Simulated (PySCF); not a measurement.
H₂ISi, SMILES [SiH2]I (connectivity only; charge and spin as stated), charge +1, multiplicity 1.

Coordinates come from a B3LYP-D3(BJ)/def2-TZVP optimisation. The multiplicity is an assumed one; other spin states were not compared. The isomer is the one that the SMILES or the coordinates give; other isomers of the formula were not compared. The def2 effective core potentials stand for the cores of I; spin–orbit coupling is left out.

Two levels are set side by side: TDA-PBE/def2-TZVPD (PySCF) and TDA-LC-ωPBE/def2-TZVPD (PySCF). Vertical, same geometry. The lowest singlet is HOMO→LUMO 100 % with PBE and HOMO→LUMO 98 % with the other functional; states are paired by order. Differences are taken from unrounded values.

```csv
quantity,TDA-LC-ωPBE
lowest singlet excitation (eV),3.72
lowest triplet excitation (TDA) (eV),3.43
first bright state (f over 0.05) (eV),4.99
its oscillator strength,0.11
```

Problem. What does TDA-PBE give, and how far is it from TDA-LC-ωPBE? (The exact figures need the calculation; the answer reports its results.)

Solution. 
```tsv
quantity	TDA-PBE	TDA-PBE minus TDA-LC-ωPBE
lowest singlet excitation (eV)	2.86	-0.86
lowest triplet excitation (TDA) (eV)	2.63	-0.81
first bright state (f over 0.05) (eV)	4.55	-0.43
its oscillator strength	0.11	0.00
```

A lower first singlet is the usual sign of a functional without exact exchange. Differences between two approximate levels are no errors against the true value.

Rough cost on one machine, each run with all the roots and properties that it gave: TDA-LC-ωPBE against TDA-PBE about 2 times.
